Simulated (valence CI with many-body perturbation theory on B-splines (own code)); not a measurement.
# Yb³⁹⁺: electric-dipole lines

Calculated by valence CI with perturbative core correlation (CI+MBPT): three valence electrons over a frozen Dirac-Fock core [Ar] 3d10, radial functions for each j: 11 s, 11 p, 9 d, 7 f, 5 g, 2 h, 1 i, with the one-electron correlation potential Σ1, the two-electron term Σ2, the three-electron term Σ3, Breit, model QED; selected CI, second order for the rest (own B-spline code, finite nucleus).

The last digits are not significant, and no measured levels were compared; by estimate large intervals hold to a few tenths of a per cent, small ones and those within an open d or f shell to about a per cent.

Lines 201 to 250 of 278 in falling wavelength, among levels below 496.50 eV, chosen from the strongest by gf and those to the six lowest levels. Wavelengths and rates use the calculated energies. Electric multipoles are in the length gauge, E1 and E2 with the static RPA response of the core. Weak lines are less certain than strong ones. Lines between different terms over intervals too small for the method are left out, as are lines whose strength nearly cancels. The highest levels of a list are the least certain.

Levels are named by their leading jj configuration (3d3/2^4 stands for four electrons in 3d with j = 3/2), which in mixed levels can hold well under half, so a name can repeat and another be missing. Letters in brackets count levels of one name in rising energy.

```tsv
λ vac (nm)	Upper	Lower	A (s⁻¹)	S (a.u.)
5.665	(4s 4p1/2 4f5/2) J=3/2	(4p1/2^2 4p3/2) J=3/2	2.03e+11	7.30e-02
5.661	(4s 4p1/2 4d3/2) J=1/2	(4s 4p1/2^2) J=1/2	8.93e+11	1.60e-01
5.655	(4p1/2 4p3/2 4d3/2) J=1/2 [b]	(4p1/2^2 4p3/2) J=3/2	7.81e+11	1.40e-01
5.650	(4s 4p1/2 4d3/2) J=3/2 [b]	(4s 4p1/2^2) J=1/2	8.65e+11	3.08e-01
5.633	(4s 4p3/2 4d3/2) J=5/2 [a]	(4s 4p1/2 4p3/2) J=3/2 [a]	3.14e+11	1.66e-01
5.632	(4s 4p3/2 4d3/2) J=1/2 [b]	(4s 4p1/2 4p3/2) J=1/2	6.07e+11	1.07e-01
5.628	(4s 4p3/2 4d3/2) J=3/2 [a]	(4s 4p1/2 4p3/2) J=3/2 [a]	5.40e+11	1.90e-01
5.626	(4s 4p3/2 4d3/2) J=1/2 [a]	(4s 4p1/2 4p3/2) J=3/2 [a]	6.23e+11	1.10e-01
5.591	(4s^2 4f5/2) J=5/2	(4s 4p1/2 4p3/2) J=5/2	1.24e+10	6.43e-03
5.590	(4p1/2 4p3/2 4d5/2) J=5/2 [a]	(4p1/2^2 4p3/2) J=3/2	1.48e+11	7.65e-02
5.564	(4s 4p3/2 4d3/2) J=1/2 [b]	(4s 4p1/2 4p3/2) J=3/2 [b]	3.43e+10	5.84e-03
5.550	(4p1/2 4p3/2 4d5/2) J=3/2 [a]	(4p1/2^2 4p3/2) J=3/2	6.40e+10	2.16e-02
5.524	(4s 4p3/2 4d3/2) J=3/2 [b]	(4s 4p1/2 4p3/2) J=5/2	1.16e+09	3.88e-04
5.514	(4p1/2 4p3/2 4d5/2) J=5/2 [b]	(4p1/2^2 4p3/2) J=3/2	6.37e+10	3.16e-02
5.446	(4p1/2 4p3/2^2) J=3/2 [a]	(4s 4p1/2^2) J=1/2	1.14e+10	3.63e-03
5.413	(4s 4p3/2 4d5/2) J=5/2 [a]	(4s 4p1/2 4p3/2) J=5/2	4.44e+09	2.09e-03
5.408	(4p3/2^3) J=3/2 [a]	(4s 4p1/2 4p3/2) J=5/2	9.79e+08	3.06e-04
5.406	(4s^2 4f7/2) J=7/2	(4s 4p1/2 4p3/2) J=5/2	3.08e+09	1.92e-03
5.406	(4s^2 4f5/2) J=5/2	(4s 4p1/2 4p3/2) J=3/2 [a]	3.90e+08	1.83e-04
5.348	(4s 4p3/2 4d3/2) J=5/2 [b]	(4s 4p1/2 4p3/2) J=3/2 [b]	2.64e+11	1.20e-01
5.343	(4s 4p3/2 4d3/2) J=3/2 [b]	(4s 4p1/2 4p3/2) J=3/2 [a]	3.41e+08	1.03e-04
5.263	(4s 4p3/2 4d5/2) J=1/2	(4s 4p1/2 4p3/2) J=3/2 [b]	2.28e+10	3.28e-03
5.253	(4s 4p3/2 4d5/2) J=7/2 [a]	(4s 4p1/2 4p3/2) J=5/2	1.12e+11	6.43e-02
5.240	(4s 4p3/2 4d5/2) J=5/2 [a]	(4s 4p1/2 4p3/2) J=3/2 [a]	2.29e+08	9.74e-05
5.235	(4p3/2^3) J=3/2 [a]	(4s 4p1/2 4p3/2) J=3/2 [a]	1.10e+09	3.11e-04
5.188	(4s 4p3/2 4d5/2) J=3/2	(4s 4p1/2 4p3/2) J=3/2 [b]	2.70e+07	7.45e-06
5.137	(4s 4p3/2 4d3/2) J=1/2 [b]	(4s 4p1/2 4p3/2) J=3/2 [a]	4.63e+08	6.19e-05
5.124	(4s 4p3/2^2) J=1/2	(4s^2 4p1/2) J=1/2	4.54e+09	6.02e-04
5.112	(4p1/2 4p3/2 4d5/2) J=5/2 [c]	(4p1/2^2 4p3/2) J=3/2	9.97e+10	3.94e-02
5.107	(4s 4p3/2 4d3/2) J=5/2 [b]	(4s 4p1/2 4p3/2) J=5/2	4.70e+09	1.85e-03
5.089	(4s 4p3/2 4d5/2) J=5/2 [b]	(4s 4p1/2 4p3/2) J=3/2 [b]	5.20e+09	2.03e-03
5.052	(4p1/2 4p3/2^2) J=1/2	(4s 4p1/2^2) J=1/2	3.89e+09	4.95e-04
5.044	(4s 4p3/2^2) J=3/2	(4s^2 4p1/2) J=1/2	1.68e+10	4.25e-03
5.022	(4p1/2 4p3/2^2) J=3/2 [b]	(4s 4p1/2^2) J=1/2	7.97e+10	1.99e-02
4.980	(4p3/2^3) J=3/2 [b]	(4s 4p1/2 4p3/2) J=3/2 [b]	1.63e+10	3.98e-03
4.961	(4s 4p3/2 4d5/2) J=3/2	(4s 4p1/2 4p3/2) J=5/2	2.37e+09	5.70e-04
4.953	(4s 4p3/2 4d3/2) J=5/2 [b]	(4s 4p1/2 4p3/2) J=3/2 [a]	1.54e+07	5.54e-06
4.950	(4s 4p3/2 4d5/2) J=7/2 [b]	(4s 4p1/2 4p3/2) J=5/2	1.81e+10	8.65e-03
4.880	(4s 4p3/2 4d5/2) J=1/2	(4s 4p1/2 4p3/2) J=3/2 [a]	2.62e+09	3.00e-04
4.871	(4s 4p3/2 4d5/2) J=5/2 [b]	(4s 4p1/2 4p3/2) J=5/2	8.48e+09	2.90e-03
4.815	(4s 4p3/2 4d5/2) J=3/2	(4s 4p1/2 4p3/2) J=3/2 [a]	2.98e+09	6.57e-04
4.771	(4p3/2^3) J=3/2 [b]	(4s 4p1/2 4p3/2) J=5/2	3.26e+09	6.98e-04
4.730	(4s 4p3/2 4d5/2) J=5/2 [b]	(4s 4p1/2 4p3/2) J=3/2 [a]	8.91e+09	2.79e-03
4.636	(4p3/2^3) J=3/2 [b]	(4s 4p1/2 4p3/2) J=3/2 [a]	2.55e+09	5.01e-04
4.404	(4s 4p3/2 4d3/2) J=3/2 [a]	(4s 4p1/2^2) J=1/2	3.37e+08	5.68e-05
4.403	(4s 4p3/2 4d3/2) J=1/2 [a]	(4s 4p1/2^2) J=1/2	2.48e+07	2.09e-06
4.228	(4s 4p3/2 4d3/2) J=3/2 [b]	(4s 4p1/2^2) J=1/2	6.91e+08	1.03e-04
4.160	(4p3/2^3) J=3/2 [a]	(4s 4p1/2^2) J=1/2	1.21e+08	1.72e-05
4.098	(4s 4p3/2 4d3/2) J=1/2 [b]	(4s 4p1/2^2) J=1/2	1.08e+08	7.36e-06
3.933	(4s 4p3/2 4d5/2) J=1/2	(4s 4p1/2^2) J=1/2	2.77e+09	1.66e-04
```
